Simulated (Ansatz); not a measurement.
Isolated molecules relaxed with PBE0-D4/def2-TZVP in Ansatz; ΔE leaves out vibrations. CCSD(T)/CBS is the MP2 limit (def2-TZVPP, def2-QZVPP) plus CCSD(T) − MP2 in def2-TZVPP, frozen cores. This one scheme is used for every species. Functionals use def2-TZVPP. For Ge outer-core shells are correlated without core-valence functions, which leaves a few kJ/mol of doubt a bond. Scalar relativity is left out up to krypton. One conformer a species, not always the lowest.

Consider the formal hydrolysis of a Ge–Si bond: `[F][GeH]([F])[SiH3]` + H₂O → `[OH][GeH]([F])[F]` + SiH₄.

`[F][GeH]([F])[SiH3]`:

```xyz
8

F     1.527    1.377    1.082
Ge    1.078    0.283   -0.188
F     1.083    1.271   -1.615
Si   -1.159   -0.449    0.208
H     2.252   -0.697   -0.343
H    -1.181   -1.216    1.478
H    -1.574   -1.317   -0.921
H    -2.026    0.749    0.300
```

H₂O:

Z-matrix (Å, degrees):
```
O
H 1 0.960
H 1 0.960 2 105.1
```

`[OH][GeH]([F])[F]`:

Cartesian coordinates in Å:
```
O -0.079 -0.659 1.226
Ge 0.264 0.065 -0.320
F 0.042 1.767 -0.214
F -0.930 -0.426 -1.457
H -0.958 -0.463 1.562
H 1.661 -0.285 -0.796
```

SiH₄:

Cartesian coordinates in Å:
```
Si 0.000 0.000 0.000
H -0.823 -0.548 1.107
H 0.339 -1.089 -0.950
H 1.249 0.581 0.553
H -0.765 1.056 -0.710
```

(1) Is it downhill or uphill in electronic energy at CCSD(T)/CBS, and by how much? (Best estimate.)

(2) What do these levels give: PBE0-D4, PBE, BLYP, BHLYP, SCS-MP2/def2-TZVPP, CCSD/def2-TZVPP? (An estimate is asked.)

Largest T1 diagnostic among the species: 0.013.

Answers

(1) The calculation gave: Downhill: ΔE = -8.1 kcal/mol.

(2) Computed: PBE0-D4 -6.0, PBE -5.3, BLYP -7.8, BHLYP -10.6, SCS-MP2/def2-TZVPP -12.3, CCSD/def2-TZVPP -10.7 kcal/mol.

In def2-TZVPP, CCSD(T) changes the Hartree–Fock value by +3.7 kcal/mol (the triples alone add +0.2 kcal/mol) and MP2 by +2.7 kcal/mol. From BLYP to BHLYP (50 % exact exchange), in def2-TZVPP and without D4, ΔE moves by −2.8 kcal/mol. At CCSD(T), def2-SVP lies −5.6 kcal/mol from the extrapolated value and def2-TZVPP −2.4 kcal/mol.
